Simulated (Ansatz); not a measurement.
`C[O][InH][NH2]` + HBr → `C[O][InH][Br]` + NH₃ at 600 K and 1 bar (ligand exchange at the In–N bond).

Program: Ansatz. Geometries: PBE0-D4/def2-TZVP. ΔE: electronic, gas phase. CBS: MP2 limit from def2 TZ/QZ plus the TZ coupled-cluster correction, frozen cores. This one scheme is used for every species. def2 core potentials past Kr. For Br, In outer-core shells are correlated without core-valence functions, which leaves a few kJ/mol of doubt a bond. Scalar relativity is left out up to krypton. One conformer a species, not always the lowest.

| species | CCSD(T)/CBS energy (Eh) | H − E (kJ/mol) | S (J/(mol·K)) |
| --- | --- | --- | --- |
| `C[O][InH][NH2]` | -361.35091 | 250.0 | 452.6 |
| HBr | -2573.91920 | 33.5 | 219.1 |
| `C[O][InH][Br]` | -2878.81206 | 179.9 | 443.6 |
| NH₃ | -56.50880 | 112.4 | 219.5 |

H − E and S are ideal-gas, rigid-rotor, harmonic terms from PBE0-D4/def2-TZVP, for one conformer and one mirror image of each species. 1 Eh = 2625.50 kJ/mol, R = 8.31446 J/(mol·K).

Question: By hand: ΔE, ΔH, ΔS and ΔG.

Answer: ΔE = (-2878.81206) + (-56.50880) − (-361.35091) − (-2573.91920) = -0.05075 Eh = -133.2 kJ/mol. Δ(H − E) = 179.9 + 112.4 − 250.0 − 33.5 = 8.8, so ΔH = -124.4 kJ/mol. ΔS = 443.6 + 219.5 − 452.6 − 219.1 = -8.6 J/(mol·K). ΔG = -124.4 − 600 × (-8.6)/1000 = -119.2 kJ/mol.

Question: By hand: the equilibrium constant, and the temperature at which ΔG would vanish if ΔH and ΔS stayed fixed.

Answer: log₁₀ K = −ΔG/(RT ln 10) = 10.4. ΔG = 0 at ΔH/ΔS = 14465 K, far beyond where these terms or the molecules hold.

The number of gas molecules stays the same, so ΔS is small and ΔH decides. A doubt of 5 kJ/mol in ΔE shifts log₁₀ K by 0.4 here. Other conformers and mirror images would add mixing entropy, several J/(mol·K) or more a flexible species. Modes under 60 cm⁻¹, often nearly free rotors, make the harmonic entropy too high. These are equilibria of isolated gas molecules and say nothing of rates. Largest T1 diagnostic: 0.016 (customary marks: 0.02 for closed shells, 0.045 for open ones).
